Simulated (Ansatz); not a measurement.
Molecular dynamics, step by step

SnNH5O, closed shell, PBE-D4/def2-SVP (Ansatz 0.2.0). Settings (timestep in fs, temperature in K; T counts 18 degrees of freedom):

```yaml
hamiltonian: {xc: pbe, dispersion: d4}
md: {n_steps: 30, timestep: 0.5, temperature: 1000, ensemble: nve, seed: 487, initial_velocities: maxwell_boltzmann}
```

Start, the saddle point found with PBE0-D4 in triple zeta (not stationary at another level):

| atom | x (Å) | y (Å) | z (Å) |
| --- | --- | --- | --- |
| Sn1 | -0.5002 | 0.5313 | 0.6419 |
| O2 | 1.3164 | -0.5387 | -0.1675 |
| N3 | -1.0478 | -0.3186 | -1.0177 |
| H4 | 0.5205 | -0.7220 | -0.8515 |
| H5 | 0.1544 | 2.1099 | 0.5931 |
| H6 | -0.7200 | 0.0322 | 2.2679 |
| H7 | 2.0364 | -0.0623 | -0.5960 |
| H8 | -1.7595 | -1.0320 | -0.8702 |

```json
{"step": "0", "time (fs)": "0.00", "potential energy less the start (meV)": "0.0", "kinetic energy (meV)": "775.6", "T (K)": "1000"}
{"step": "2", "time (fs)": "1.00", "potential energy less the start (meV)": "65.5", "kinetic energy (meV)": "711.9", "T (K)": "918"}
{"step": "4", "time (fs)": "2.00", "potential energy less the start (meV)": "121.5", "kinetic energy (meV)": "657.0", "T (K)": "847"}
{"step": "6", "time (fs)": "3.00", "potential energy less the start (meV)": "111.0", "kinetic energy (meV)": "665.9", "T (K)": "859"}
{"step": "8", "time (fs)": "4.00", "potential energy less the start (meV)": "117.0", "kinetic energy (meV)": "659.3", "T (K)": "850"}
{"step": "10", "time (fs)": "5.00", "potential energy less the start (meV)": "181.3", "kinetic energy (meV)": "596.1", "T (K)": "769"}
{"step": "12", "time (fs)": "6.00", "potential energy less the start (meV)": "247.9", "kinetic energy (meV)": "530.5", "T (K)": "684"}
{"step": "14", "time (fs)": "7.00", "potential energy less the start (meV)": "258.3", "kinetic energy (meV)": "520.2", "T (K)": "671"}
{"step": "16", "time (fs)": "8.00", "potential energy less the start (meV)": "201.0", "kinetic energy (meV)": "577.0", "T (K)": "744"}
{"step": "18", "time (fs)": "9.00", "potential energy less the start (meV)": "104.8", "kinetic energy (meV)": "672.4", "T (K)": "867"}
{"step": "20", "time (fs)": "10.00", "potential energy less the start (meV)": "13.2", "kinetic energy (meV)": "763.3", "T (K)": "984"}
{"step": "22", "time (fs)": "11.00", "potential energy less the start (meV)": "-49.4", "kinetic energy (meV)": "824.9", "T (K)": "1064"}
{"step": "24", "time (fs)": "12.00", "potential energy less the start (meV)": "-39.9", "kinetic energy (meV)": "811.8", "T (K)": "1047"}
{"step": "26", "time (fs)": "13.00", "potential energy less the start (meV)": "130.4", "kinetic energy (meV)": "646.7", "T (K)": "834"}
{"step": "28", "time (fs)": "14.00", "potential energy less the start (meV)": "120.8", "kinetic energy (meV)": "660.5", "T (K)": "852"}
{"step": "30", "time (fs)": "15.00", "potential energy less the start (meV)": "-229.2", "kinetic energy (meV)": "999.0", "T (K)": "1288"}
```

Step 8, positions (Å) and forces (eV/Å):

| atom | x | y | z | Fx | Fy | Fz |
| --- | --- | --- | --- | --- | --- | --- |
| Sn1 | -0.504 | 0.528 | 0.643 | 1.033 | 0.851 | 1.185 |
| O2 | 1.344 | -0.547 | -0.187 | -0.151 | 0.145 | -0.359 |
| N3 | -1.044 | -0.292 | -0.992 | 0.139 | -1.246 | -1.909 |
| H4 | 0.415 | -0.705 | -0.978 | -0.182 | 0.526 | 0.584 |
| H5 | 0.157 | 2.095 | 0.396 | 0.005 | 0.232 | 0.127 |
| H6 | -0.886 | 0.224 | 2.289 | -0.015 | -0.112 | 0.287 |
| H7 | 2.151 | -0.059 | -0.510 | -0.742 | -0.321 | 0.098 |
| H8 | -1.713 | -1.069 | -0.887 | -0.088 | -0.075 | -0.014 |

Step 22, positions (Å) and forces (eV/Å):

```csv
atom,x,y,z,Fx,Fy,Fz
Sn1,-0.506,0.525,0.651,2.432,1.862,2.043
O2,1.381,-0.562,-0.220,-1.448,0.130,1.131
N3,-1.034,-0.286,-1.000,1.144,0.961,-2.051
H4,0.051,-0.530,-1.063,-0.914,-0.553,-0.936
H5,0.135,2.104,0.126,-0.364,-0.273,0.539
H6,-1.154,0.520,2.342,0.332,-0.227,-0.774
H7,2.208,-0.084,-0.368,0.353,0.472,0.070
H8,-1.599,-1.075,-0.928,-1.535,-2.372,-0.021
```

Step 26, positions (Å) and forces (eV/Å):

```csv
atom,x,y,z,Fx,Fy,Fz
Sn1,-0.505,0.526,0.654,2.714,1.523,1.431
O2,1.384,-0.565,-0.226,-0.467,0.819,1.118
N3,-1.031,-0.292,-1.015,-6.231,1.555,-0.792
H4,-0.124,-0.495,-1.123,5.605,-1.994,-1.854
H5,0.103,2.087,0.089,-0.323,-0.108,0.519
H6,-1.208,0.590,2.306,0.286,-0.320,-0.657
H7,2.235,-0.065,-0.329,-0.693,-0.117,0.333
H8,-1.580,-1.116,-0.950,-0.891,-1.358,-0.098
```

Last step (30):

Sn1  (-0.503, 0.527, 0.658)
O2  (1.387, -0.567, -0.229)
N3  (-1.043, -0.293, -1.033)
H4  (-0.119, -0.528, -1.250)
H5  (0.059, 2.067, 0.072)
H6  (-1.250, 0.648, 2.245)
H7  (2.239, -0.049, -0.278)
H8  (-1.593, -1.205, -0.975)
(Å)

Hardware: 4 CPU threads of an Arm Neoverse V2, shared host. Wall time about 18 s.
